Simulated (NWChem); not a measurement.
The numbers come from NWChem runs, not from measurements. System: CH$_{3}$N$_{2}$S, charge 1, spin multiplicity 3, at the geometry of a parent with another charge or spin, in a state set for the comparison that need not be this species' ground state. Its SCF solution wasn't tested for a lower state.

The NWChem input:

```
start mol
memory heap 200 mb stack 900 mb global 1100 mb
charge 1
geometry units angstroms nocenter noautoz noautosym
  N      0.931717    -1.021474     0.755694
  C     -0.071168    -0.313266     0.278897
  N     -1.356362    -0.711635     0.469229
  S      0.324642     1.027578    -0.741781
  H      1.797306    -0.468030     0.843240
  H     -1.509105    -1.614640     0.922683
  H     -2.082942    -0.347222    -0.145264
end
basis spherical
  * library def2-svpd
end
dft
  xc xpbe96 cpbe96
  odft
  mult 3
  semidirect memsize 60000000 filesize 0
  iterations 100
end
task dft energy
```

The output up to the point where the run's verdict is printed (cleaned and shortened):

```
             Northwest Computational Chemistry Package (NWChem) 7.3.0
             --------------------------------------------------------

                                NWChem Input Module
                                -------------------

 Scaling coordinates for geometry "geometry" by  1.889725989
 (inverse scale =  0.529177249)

                             Geometry "geometry" -> ""
                             -------------------------

 Output coordinates in angstroms (scale by  1.889725989 to convert to a.u.)

  No.       Tag          Charge          X              Y              Z
 ---- ---------------- ---------- -------------- -------------- --------------
    1 N                    7.0000     0.93171700    -1.02147400     0.75569400
    2 C                    6.0000    -0.07116800    -0.31326600     0.27889700
    3 N                    7.0000    -1.35636200    -0.71163500     0.46922900
    4 S                   16.0000     0.32464200     1.02757800    -0.74178100
    5 H                    1.0000     1.79730600    -0.46803000     0.84324000
    6 H                    1.0000    -1.50910500    -1.61464000     0.92268300
    7 H                    1.0000    -2.08294200    -0.34722200    -0.14526400

 Effective nuclear repulsion energy (a.u.)     146.8303884541

            Nuclear Dipole moment (a.u.)
            ----------------------------
        X                 Y               Z
 ---------------- ---------------- ----------------
     0.0000151178    -0.0000056692     0.0000113384


 Summary of "ao basis" -> "" (spherical)
 ------------------------------------------------------------------------------
       Tag                 Description            Shells   Functions and Types
 ---------------- ------------------------------  ------  ---------------------
 *                         def2-svpd                  on all atoms

  pbe96 is a nonlocal functional; adding pw91lda local functional.

                                 NWChem DFT Module
                                 -----------------

 Summary of "ao basis" -> "ao basis" (spherical)
 ------------------------------------------------------------------------------
[...]
 d= 0,ls=0.5,diis    75   -546.6790912967 -6.19D-06  3.82D-06  7.48D-06    56.3
                                                     1.90D-05  8.38D-06
 d= 0,ls=0.5,diis    76   -546.6790949953 -3.70D-06  1.02D-05  5.84D-06    57.1
                                                     1.77D-05  6.45D-06
 d= 0,ls=0.5,diis    77   -546.6790991014 -4.11D-06  4.80D-06  2.84D-06    57.8
                                                     1.75D-05  4.10D-06
 d= 0,ls=0.5,diis    78   -546.6791015979 -2.50D-06  1.06D-05  2.59D-06    58.5
                                                     1.79D-05  3.50D-06
 d= 0,ls=0.5,diis    79   -546.6791034883 -1.89D-06  1.22D-05  3.31D-06    59.3
                                                     1.54D-05  3.62D-06
 d= 0,ls=0.5,diis    80   -546.6791058769 -2.39D-06  2.91D-05  1.93D-06    60.0
                                                     2.19D-05  3.08D-06
 d= 0,ls=0.5,diis    81   -546.6791052445  6.32D-07  5.35D-06  7.02D-06    60.8
                                                     1.59D-05  6.35D-06
 d= 0,ls=0.5,diis    82   -546.6791067236 -1.48D-06  5.31D-06  6.76D-06    61.5
                                                     1.59D-05  6.72D-06
 d= 0,ls=0.5,diis    83   -546.6791078021 -1.08D-06  8.87D-06  7.59D-06    62.2
                                                     1.64D-05  7.40D-06
 d= 0,ls=0.5,diis    84   -546.6791084519 -6.50D-07  3.29D-06  9.11D-06    63.0
                                                     1.47D-05  8.39D-06
 d= 0,ls=0.5,diis    85   -546.6791098363 -1.38D-06  4.50D-06  8.78D-06    63.9
                                                     1.46D-05  8.58D-06
 d= 0,ls=0.5,diis    86   -546.6791111158 -1.28D-06  4.97D-05  8.89D-06    64.7
                                                     2.30D-05  8.46D-06
 d= 0,ls=0.5,diis    87   -546.6791168057 -5.69D-06  9.30D-06  1.11D-06    65.4
                                                     1.25D-05  1.78D-06
 d= 0,ls=0.5,diis    88   -546.6791185381 -1.73D-06  2.10D-05  2.51D-07    66.2
                                                     1.44D-05  7.36D-07
 d= 0,ls=0.5,diis    89   -546.6791197646 -1.23D-06  2.89D-05  2.33D-07    66.9
                                                     1.82D-05  7.47D-07
 d= 0,ls=0.5,diis    90   -546.6791199603 -1.96D-07  1.53D-05  2.54D-06    67.6
                                                     1.60D-05  1.76D-06
 d= 0,ls=0.5,diis    91   -546.6791201152 -1.55D-07  1.26D-05  4.32D-06    68.4
                                                     1.56D-05  2.89D-06
 d= 0,ls=0.5,diis    92   -546.6791200850  3.02D-08  1.49D-05  6.37D-06    69.1
                                                     1.26D-05  4.15D-06
 d= 0,ls=0.5,diis    93   -546.6791223537 -2.27D-06  1.41D-05  3.19D-06    69.8
                                                     1.12D-05  2.85D-06
 d= 0,ls=0.5,diis    94   -546.6791241202 -1.77D-06  9.28D-06  1.31D-06    70.5
                                                     1.19D-05  1.74D-06
 d= 0,ls=0.5,diis    95   -546.6791244463 -3.26D-07  1.18D-05  2.36D-06    71.3
                                                     1.28D-05  2.45D-06
 d= 0,ls=0.5,diis    96   -546.6791242019  2.44D-07  3.16D-06  4.21D-06    72.0
                                                     1.06D-05  3.79D-06
 d= 0,ls=0.5,diis    97   -546.6791246897 -4.88D-07  2.39D-05  4.43D-06    72.7
                                                     1.24D-05  4.15D-06
 d= 0,ls=0.5,diis    98   -546.6791271351 -2.45D-06  1.12D-05  9.15D-07    73.5
                                                     9.57D-06  1.47D-06
 d= 0,ls=0.5,diis    99   -546.6791282345 -1.10D-06  5.27D-06  1.89D-07    74.2
                                                     8.58D-06  5.19D-07
 d= 0,ls=0.5,diis   100   -546.6791288928 -6.58D-07  1.15D-05  4.44D-08    74.9
                                                     9.67D-06  3.58D-07
```

The run did not converge; its last values are not results. The next line reads: Calculation failed to converge. NWChem stopped with the message: dft energy failed.
